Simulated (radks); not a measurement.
Species: Tm. Configuration: [Xe] 4f12.5 6p2.5 (fractional occupations, a model configuration). Method: Dirac Kohn-Sham, LDA (Slater exchange, Perdew-Wang correlation), spin-unpolarised, spherical densities, point nucleus; open shells are shared between the two j in proportion to 2j + 1; computed with a radial shooting solver on a logarithmic mesh with Libxc functionals.

Spin-orbit splittings of the eigenvalues, e(l+1/2) - e(l-1/2), with zeta = 2 splitting/(2l+1) and mean radii in bohr:

shell  occ.  splitting (eV)  zeta (eV)  <r> j=l-1/2  <r> j=l+1/2
2p        6           979.1      652.7      0.07010      0.07749
3p        6           206.7      137.8       0.2104       0.2243
3d       10           45.20      18.08       0.1974       0.2017
4p        6           46.91      31.27       0.5060       0.5382
4d       10           8.543      3.417       0.5647       0.5761
4f     12.5           1.237     0.3535       0.7672       0.7842
5p        6           6.006      4.004        1.371        1.481
6p      2.5          0.4292     0.2862        4.571        4.914
